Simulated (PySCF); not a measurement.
**A survey of ²⁹Si NMR shifts**

No relativistic terms, single conformer, one averaged value for each set of equivalent atoms, gas phase. σ from GIAO-PBE0/pcSseg-1; GFN2-xTB geometry; PySCF.

Shieldings were converted by a linear fit to measured shifts: ²⁹Si (scatter 8.9 ppm rms, 25.8 ppm with the 6 outliers that the fit left out vs TMS, solution or neat liquid). A few per cent of atoms miss by over 2 rms, more outside the fitted compound classes.

Question: Give the ²⁹Si shifts of `O=C[SiH2][SiH3]`, `O=C[SiH2][SiH3]`, `[SiH3][Si@@H]1C=C(Cl)C1`.

Answer: 
```json
{"compound": "[O:1]=[CH:2][SiH2:3][SiH3:4]", "environment": "Si3: silicon bonded to C, Si, 2 H", "δ (ppm)": "-73.2"}
{"compound": "[O:1]=[CH:2][SiH2:3][SiH3:4]", "environment": "Si4: silicon bonded to Si, 3 H", "δ (ppm)": "-108.1"}
{"compound": "[O:1]=[CH:2][SiH2:3][SiH3:4]", "environment": "Si3: silicon bonded to C, Si, 2 H", "δ (ppm)": "-73.2"}
{"compound": "[O:1]=[CH:2][SiH2:3][SiH3:4]", "environment": "Si4: silicon bonded to Si, 3 H", "δ (ppm)": "-108.1"}
{"compound": "[SiH3:1][Si@@H:2]1[CH:3]=[C:4]([Cl:5])[CH2:6]1", "environment": "Si2: silicon bonded to 2 C, Si, H, in a 4-membered ring", "δ (ppm)": "-58.6"}
{"compound": "[SiH3:1][Si@@H:2]1[CH:3]=[C:4]([Cl:5])[CH2:6]1", "environment": "Si1: silicon bonded to Si, 3 H", "δ (ppm)": "-104.8"}
```

Question: Match the shifts -28.6, -37.7, -53.0, -61.4, -77.9 ppm to `CC#C[C@]1(N2CC2)CC[SiH2]1`, `C=[P@@]1(C)C[C@@H](C)[C@H]1[SiH3]`, `CC(C)C1CP([SiH3])C1`, `O[C@@H]1C[C@@]12C[C@H]2S[SiH3]`, `N#CCSC[SiH2]N`.

Answer: -28.6: CC#C[C@]1(N2CC2)CC[SiH2]1 (silicon bonded to 2 C, 2 H, in a 4-membered ring); -37.7: N#CCSC[SiH2]N (silicon bonded to C, N, 2 H); -53.0: O[C@@H]1C[C@@]12C[C@H]2S[SiH3] (silicon bonded to S, 3 H); -61.4: CC(C)C1CP([SiH3])C1 (silicon bonded to P, 3 H); -77.9: C=[P@@]1(C)C[C@@H](C)[C@H]1[SiH3] (silicon bonded to C, 3 H).
